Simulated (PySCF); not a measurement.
H5Sn, SMILES [SnH5-], charge -1. The structure is a stationary point at PBE-D3(BJ)/def2-TZVPD. The def2 effective core potentials stand for the cores of Sn; spin–orbit coupling is left out.

Give the equilibrium geometry at PBE-D3(BJ)/def2-TZVPD (PySCF confirms it by a frequency run) as a Z-matrix, and its point group. (An estimate is asked for; the answer gives what the named calculation found.)

point group D3h.
```
Sn
H 1 1.7857
H 1 1.7857 2 120.00
H 1 1.7857 2 120.00 3 180.00
H 1 1.8887 2 90.00 3 -90.00
H 1 1.8887 2 90.00 5 180.00
```
Charge -1, spin multiplicity 1.
